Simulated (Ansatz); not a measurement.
Hf3O12H12⁺, a hydroxylated oxide cluster. Charge 1, multiplicity 2. Geometry PBE-D4/def2-SVP, that of the neutral singlet; atoms count from 1.

Cartesian coordinates in Å:
```
Hf 0.324 0.210 -1.759
Hf -2.289 0.220 1.020
Hf 1.025 -0.747 1.454
O 4.013 -0.175 -1.902
O 2.148 0.397 2.560
O -0.007 2.125 -1.504
O -0.499 -0.314 0.125
O 1.312 -2.631 1.840
O 1.741 -0.003 -3.232
O 1.933 -0.421 -0.393
O -2.158 2.124 0.442
O -0.816 -0.357 2.550
O -1.249 -0.646 -2.553
O -3.234 -0.792 -0.427
O -3.678 0.219 2.408
H 4.310 0.753 -1.858
H 3.280 -0.146 -2.598
H 2.556 1.214 2.873
H -0.769 2.393 -0.934
H 1.843 -3.371 2.162
H 1.605 -0.359 -4.126
H 2.869 -0.382 -0.801
H -2.811 2.838 0.523
H -0.967 -0.349 3.510
H -2.070 -0.842 -2.041
H -4.180 -0.992 -0.513
H -4.232 0.033 3.177
```

In the def2 sets Hf takes a core potential; there is no spin–orbit coupling. Single mean-field runs in def2-TZVP are fitted with def2-universal-jkfit. In the doublet geometry the species has come apart into loosely held pieces.

(1) Estimate the Mulliken populations from the PBE0/def2-TZVP orbitals of Ansatz.

(2) Where does the spin sit?

(3) And the Mayer bond orders between bonded heavy atoms (over 0.3)?

## Answers

(1) 
```csv
atom,charge (e),spin (α − β),d electrons
Hf1,1.51,-0.12,1.61
Hf2,1.63,-0.02,1.58
Hf3,1.68,-0.02,1.59
O4,-0.66,0.00,–
O5,-0.67,0.01,–
O6,-0.47,0.37,–
O7,-0.78,0.20,–
O8,-0.67,0.04,–
O9,-0.77,0.03,–
O10,-0.79,0.00,–
O11,-0.77,0.00,–
O12,-0.77,0.02,–
O13,-0.46,0.42,–
O14,-0.76,0.01,–
O15,-0.66,0.06,–
H16,0.35,0.00,–
H17,0.37,0.00,–
H18,0.34,0.00,–
H19,0.38,-0.01,–
H20,0.35,0.00,–
H21,0.37,0.00,–
H22,0.41,0.00,–
H23,0.36,0.00,–
H24,0.37,0.00,–
H25,0.39,-0.01,–
H26,0.36,0.00,–
H27,0.34,0.00,–
```
Mulliken values and Mayer orders depend strongly on the basis.

(2) Summed by element: Hf -0.16, O 1.18, H -0.02, of 1 unpaired in all. Largest on single atoms: O13 0.42, O6 0.37, O7 0.20.

(3) Hf1–O6 1.02 (1.96 Å); Hf1–O7 0.61 (2.12 Å); Hf1–O9 0.86 (2.05 Å); Hf1–O10 0.58 (2.20 Å); Hf1–O13 0.95 (1.96 Å); Hf2–O7 0.54 (2.07 Å); Hf2–O11 0.91 (1.99 Å); Hf2–O12 0.48 (2.20 Å); Hf2–O14 0.91 (2.00 Å); Hf2–O15 1.07 (1.96 Å); Hf3–O5 1.10 (1.95 Å); Hf3–O7 0.54 (2.07 Å); Hf3–O8 1.07 (1.94 Å); Hf3–O10 0.59 (2.08 Å); Hf3–O12 0.50 (2.18 Å).
